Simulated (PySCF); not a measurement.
Mean harmonic wavenumber (cm⁻¹) of eight silicon and germanium compounds: PBE-D3(BJ) beside PBE0-D3(BJ), computed with PySCF for isolated molecules in the bases named; differences from unrounded values. The eight are the first of their class met in an unordered collection, after screening for sound electronic states; none was chosen by its value. Each level has its own optimised geometry.

```json
[
 {"molecule": "BFH₄O₃Si, SMILES [SiH2](OB(O)O)F", "basis": "def2-SVP", "PBE0-D3(BJ)": "1105", "PBE-D3(BJ)": "___", "difference": "___"},
 {"molecule": "germyloxygermane (Ge2H6O), SMILES [GeH3][O][GeH3]", "basis": "def2-SVP", "PBE0-D3(BJ)": "1065", "PBE-D3(BJ)": "___", "difference": "___"},
 {"molecule": "BrFH3NSi, SMILES [SiH](N)(Br)F", "basis": "def2-SVP", "PBE0-D3(BJ)": "1146", "PBE-D3(BJ)": "1108", "difference": "-38"},
 {"molecule": "CH₄BrFOSi, SMILES C[Si](O)(F)Br", "basis": "def2-SVP", "PBE0-D3(BJ)": "1166", "PBE-D3(BJ)": "1129", "difference": "-37"},
 {"molecule": "C4H9FSi, SMILES CC[SiH2]/C=C\\F", "basis": "def2-SVP", "PBE0-D3(BJ)": "1327", "PBE-D3(BJ)": "1283", "difference": "-44"},
 {"molecule": "siletan-1-amine (C₃H₉NSi), SMILES N[SiH]1CCC1", "basis": "def2-SVP", "PBE0-D3(BJ)": "1425", "PBE-D3(BJ)": "___", "difference": "___"},
 {"molecule": "Cl₃HSeSi, SMILES Cl[Si](Cl)(Cl)[SeH]", "basis": "def2-SVP", "PBE0-D3(BJ)": "519", "PBE-D3(BJ)": "498", "difference": "-21"},
 {"molecule": "ClGe2H5, SMILES [Cl][GeH2][GeH3]", "basis": "def2-SVP", "PBE0-D3(BJ)": "991", "PBE-D3(BJ)": "953", "difference": "-38"}
]
```

What belongs in the gaps? (The exact figures need the calculation; the answer reports its results.)


- BFH₄O₃Si, SMILES [SiH2](OB(O)O)F, PBE-D3(BJ): 1064
- BFH₄O₃Si, SMILES [SiH2](OB(O)O)F, difference: -41
- siletan-1-amine (C₃H₉NSi), SMILES N[SiH]1CCC1, PBE-D3(BJ): 1381
- siletan-1-amine (C₃H₉NSi), SMILES N[SiH]1CCC1, difference: -44
- germyloxygermane (Ge2H6O), SMILES [GeH3][O][GeH3], PBE-D3(BJ): 1023
- germyloxygermane (Ge2H6O), SMILES [GeH3][O][GeH3], difference: -42

PBE-D3(BJ) lies below PBE0-D3(BJ) in 8 and above it in 0 of the eight; the mean signed difference is -38 and the largest -44 cm⁻¹.
